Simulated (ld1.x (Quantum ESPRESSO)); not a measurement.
# sulfur, ultrasoft: configuration errors across variants

| Quantity | Value |
| --- | --- |
| Element | S (Z = 16) |
| Generator | ld1.x (Quantum ESPRESSO) 7.5 |
| Type | ultrasoft |
| Functional | LDA (PZ) |
| Relativity | scalar-relativistic |
| Frozen core | [He] |
| Valence charge | 14 |
| Reference configuration | 2s2 2p6 3s2 3p4 |
| Partial waves | 2s (bound): rcut 0.90, rcutus 1.00 bohr; 3s (bound): rcut 0.90, rcutus 1.00 bohr; 2p (bound): rcut 0.70, rcutus 0.75 bohr; 3p (bound): rcut 0.70, rcutus 0.75 bohr |
| Local potential | all-electron potential smoothed inside 0.65 bohr (lloc = -2) |
| Core correction | none |
| Augmentation charge | PSQ, inside the norm-conserving radii |

All-electron excitation energies from the reference (eV): (1) 2s2 2p6 3s2 3p3 11.863; (2) 2s2 2p6 3s2 3p2 34.236; (3) 2s2 2p6 3s2 3p1 68.394; (4) 2s2 2p6 3s1 3p4 22.660; (5) 2s2 2p5 3s2 3p4 173.697; (6) 2s2 2p6 3s1 3p5 10.240; (7) 2s2 2p6 3s2 3p4 spin -0.706; (8) 2s2 2p6 3s2 3p3 spin 9.898.

Spin tests fill each open shell by Hund’s rule, majority spin first.

The overlap operator is not positive definite (basis up to 400 Ry) in “base”, “core correction a·sin(br)/r model core inside 0.64 bohr”, “local potential all-electron potential smoothed inside 0.70 bohr (lloc = -1)”, “local potential all-electron potential smoothed inside 0.50 bohr (lloc = -2)”, “waves 2p (bound): rcut 0.50, rcutus 0.54 bohr; 3p (bound): rcut 0.50, rcutus 0.54 bohr”. Such files are unfit for use, however small their errors in these radial tests.

Tests that are not counted but printed errors over 1 eV. “base”: 2s1 2p6 3s2 3p4 (solver errors, printed error -16.1 eV). “core correction a·sin(br)/r model core inside 0.64 bohr”: 2s1 2p6 3s2 3p4 (solver errors, printed error -16.1 eV).

2 further variants failed, have other tests or another functional or relativity, and are left out.

The file “type RRKJ; waves now 2s (bound): rc 1.00 bohr; 2p (bound): rc 0.75 bohr; local potential all-electron potential smoothed inside 0.60 bohr (lloc = -1)” misses its own reference levels by 0.4 eV.

Errors AE − PS in meV (a dash: test not solved or not reliable):

| change | (1) | (2) | (3) | (4) | (5) | (6) | (7) | (8) | bound ghosts |
| --- | --- | --- | --- | --- | --- | --- | --- | --- | --- |
| base | +2.5 | +16 | +59 | -27 | +752 | -31 | +3.3 | +13 | not determined (overlap not positive) |
| core correction a·sin(br)/r model core inside 0.64 bohr | +2.5 | +16 | +59 | -27 | +752 | -31 | +3.3 | +13 | not determined (overlap not positive) |
| local potential all-electron potential smoothed inside 0.70 bohr (lloc = -1) | +1.0 | +4.7 | +16 | -29 | – | – | – | – | not determined (overlap not positive) |
| local potential all-electron potential smoothed inside 0.50 bohr (lloc = -2) | +0.9 | +4.1 | +14 | -30 | – | – | – | – | not determined (overlap not positive) |
| waves 2s (bound): rcut 0.66, rcutus 0.70 bohr; 3s (bound): rcut 0.66, rcutus 0.70 bohr | +1.3 | +5.8 | +19 | -6.2 | -604 | -6.4 | +3.1 | +11 | none |
| type RRKJ; waves now 2s (bound): rc 1.00 bohr; 2p (bound): rc 0.75 bohr; local potential all-electron potential smoothed inside 0.60 bohr (lloc = -1) | +436 | +1088 | +1988 | -434 | +458 | -789 | -11 | +414 | none |
| waves 2p (bound): rcut 0.50, rcutus 0.54 bohr; 3p (bound): rcut 0.50, rcutus 0.54 bohr | +3.7 | +21 | +75 | -8.5 | +1146 | -9.2 | +1.2 | +7.1 | not determined (overlap not positive) |

Problem. Give the same row for: all radii scaled by about 0.77 (s 0.76, p 0.58 bohr, rcut 0.68/0.54); local potential all-electron potential smoothed inside 0.50 bohr (lloc = -2).

Solution. +1.7, +4.4, +9.1, +1.2, -135, –, –, –; bound ghosts: none.
